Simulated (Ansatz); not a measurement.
**Ligand exchange: C4H10S + SiH3Br → C3H10SSi + CH3Br**

Species: C4H10S (isopropyl methyl sulfide) `CSC(C)C`, singlet; SiH3Br `[SiH3]Br`, singlet; C3H10SSi `CC(C)S[SiH3]`, singlet; CH3Br (bromomethane) `CBr`, singlet. The partners trade CH3 for SiH3: S–CH3 and Br–SiH3 bonds give way to S–SiH3 and Br–CH3.

Shapes, held fixed at every level: PBE0-D4/def2-TZVP. Flexible molecules stand in one conformer, not always the lowest. Programs: Ansatz 0.2.0. Electronic energies: no zero-point or thermal term.

```json
{"level": "r2SCAN-D4/def2-TZVPP", "kind": "meta-GGA", "ΔE (kJ/mol)": "+42.6", "less CCSD(T)/def2-TZVPP": "+1.7"}
{"level": "B3LYP-D4/def2-TZVPP", "kind": "global hybrid", "ΔE (kJ/mol)": "+40.5", "less CCSD(T)/def2-TZVPP": "-0.4"}
{"level": "PBE0-D4/def2-TZVPP", "kind": "global hybrid", "ΔE (kJ/mol)": "+42.2", "less CCSD(T)/def2-TZVPP": "+1.3"}
{"level": "wB97X-V/def2-TZVPP", "kind": "range-separated hybrid", "ΔE (kJ/mol)": "+44.9", "less CCSD(T)/def2-TZVPP": "+4.0"}
{"level": "B2PLYP/def2-TZVPP", "kind": "double hybrid", "ΔE (kJ/mol)": "+42.6", "less CCSD(T)/def2-TZVPP": "+1.7"}
{"level": "CCSD/def2-TZVPP", "kind": "coupled cluster or CI", "ΔE (kJ/mol)": "+42.7", "less CCSD(T)/def2-TZVPP": "+1.8"}
{"level": "CCSD(T)/def2-TZVPP", "kind": "coupled cluster or CI", "ΔE (kJ/mol)": "+40.9", "less CCSD(T)/def2-TZVPP": "0.0"}
```

The highest level, CCSD(T)/def2-TZVPP, gives ΔE = +40.9 kJ/mol; the levels span +40.5 to +44.9. The column of differences is taken from that level and isn't an error. No measured value is set beside it here. Relativity is left out for Br unless named. Correlated rows may include outer-core shells of Br, which these sets cover unevenly.
